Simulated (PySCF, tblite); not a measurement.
A set of runs on `Cc1nnc(Br)n1C`; the geometry of each is named by its level. Settings lines and outputs come from a driver script.

Species: C4H6BrN3.
Numbering: `[CH3:1][c:2]1[n:3][n:4][c:5]([Br:6])[n:7]1[CH3:8]` (hydrogens: H9, H10, H11 on C1; H12, H13, H14 on C8)

Step 1: GFN2-xTB geometry optimisation, gas phase (tblite 0.8.0) (from a force-field or distance-geometry start)
```json
{"job": {"kind": "relax", "xc": "GFN2-xTB", "basis": "xTB"}, "charge": 0, "multiplicity": 1}
```
```
step      E/eV     max force
  0    -665.85357    2.872
  1    -666.04439    1.100
  2    -666.09816    0.861
...
 76    -666.21290    0.015
 77    -666.21293    0.016
 78    -666.21296    0.012
 79    -666.21298    0.011
 80    -666.21299    0.008
```

Energy lowered by 8.3 kcal/mol over 80 steps; largest atomic force 0.008 eV/Å at the end. «max force» is the largest atomic force in eV/Å.

Step 2: GFN2-xTB harmonic vibrations, gas phase (tblite 0.8.0) (on the GFN2-xTB geometry)
```json
{"job": {"kind": "ir", "xc": "GFN2-xTB", "basis": "xTB"}, "charge": 0, "multiplicity": 1}
```
```
(table of modes left out)
```

36 modes from 70 to 3075 cm⁻¹ (unscaled, harmonic); zero-point energy 64.1 kcal/mol; all wavenumbers are real at this level.

Step 3: TDDFT B3LYP/def2-SVPD, vertical, gas phase, core orbitals frozen in the response (PySCF 2.14.0, density-fitted response routines) (on the GFN2-xTB geometry)
```json
{"job": {"kind": "uv", "xc": "B3LYP", "basis": "def2-SVPD", "nstates": 8, "ntriplets": 3}, "charge": 0, "multiplicity": 1}
```
```
...
Static polarisability (au): isotropic 88.470, principal 60.452 87.996 116.962
Singlet excitations
state   eV       nm        f      main configurations
  1   5.3952    229.8   0.00062   H->L 0.96
  2   5.6535    219.3   0.00001   H-1->L+1 0.86, H-1->L+2 0.12
  3   5.6607    219.0   0.00327   H-1->L 0.97
  4   6.0760    204.1   0.00223   H->L+2 0.81, H->L+1 0.17
  5   6.2599    198.1   0.03062   H-1->L+2 0.73, H->L+1 0.12, H-1->L+1 0.10
  6   6.3329    195.8   0.22407   H->L+1 0.67, H-1->L+2 0.14, H->L+2 0.14
  7   6.4544    192.1   0.01117   H-1->L+3 0.98
  8   6.8498    181.0   0.00629   H-3->L 0.74, H->L+3 0.12, H-2->L 0.08
Triplet excitations (Tamm-Dancoff, eV): 4.7698 4.9734 5.2356
```

HOMO -6.96 eV, LUMO -0.51 eV; lowest singlet 5.40 eV; lowest triplet 4.77 eV (Tamm–Dancoff); mean polarisability 88.5 au.

Rough CPU time on one thread of a shared machine: about 1.9 min.

Geometry of the electronic-property runs (GFN2-xTB):
```
atom  x, y, z in Å
C1    -1.9250    0.0353    0.0616
C2    -0.6451   -0.6860   -0.0940
N3    -0.4992   -1.9639   -0.3032
N4     0.8098   -2.2385   -0.3853
C5     1.4456   -1.1196   -0.2253
Br6    3.2937   -0.9124   -0.2428
N7     0.5815   -0.0770   -0.0348
C8     0.8643    1.3112    0.1837
H9    -2.7373   -0.6806   -0.0142
H10   -1.9684    0.5326    1.0303
H11   -2.0358    0.7894   -0.7171
H12    0.5628    1.6037    1.1919
H13    1.9331    1.4859    0.0673
H14    0.3193    1.9195   -0.5404
```

 (This holds for the electronic-property runs.)
